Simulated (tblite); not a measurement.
Compound: CH₉FSi₃.
SMILES with atom numbers: `[F:1][C:2]([SiH3:3])([SiH3:4])[SiH3:5]` (hydrogens: H6, H7, H8 on Si3; H9, H10, H11 on Si4; H12, H13, H14 on Si5)

Geometry (GFN2-xTB, Å), atoms numbered from 1 in this order:
```
atom  x, y, z in Å
F1     0.476    0.120   -1.764
C2     0.102    0.026   -0.381
Si3    1.361   -1.201    0.386
Si4    0.262    1.815    0.292
Si5   -1.699   -0.633   -0.403
H6     1.257   -2.486   -0.306
H7     1.036   -1.345    1.805
H8     2.712   -0.667    0.213
H9    -0.633    2.689   -0.466
H10   -0.109    1.792    1.707
H11    1.643    2.267    0.124
H12   -2.540    0.309   -1.141
H13   -1.722   -1.935   -1.071
H14   -2.147   -0.751    0.984
```

Computed values, GFN2-xTB/tblite, gas phase, harmonic and unscaled. This tight-binding method is rough: wavenumbers can miss measured ones by several per cent, in bad cases by 10 to 20. Modes of hydrogen on silicon can be 10 to 20 % off.

**Question.** How many normal modes are there?

**Answer.** 14 atoms, non-linear: 3N − 6 = 36.

**Question.** What is the point group of the computed structure, and how do the modes divide by symmetry?

**Answer.** C3v. The characters give 12 non-degenerate and 12 twofold fundamentals, 8 of them totally symmetric.

**Question.** How many distinct wavenumbers does the calculation give?

**Answer.** 24, with degenerate components joined.

**Question.** How many fundamentals are allowed in the infrared by symmetry?

**Answer.** 20 of 24, those that transform like x, y or z.

**Question.** What thermal excitation has the softest real mode at 200 K?

**Answer.** 111.1 cm⁻¹ is a vibrational temperature θ of 160 K. The population of v = 1 over v = 0 is exp(−θ/T) = 0.45, and the mean quantum number is 0.82.
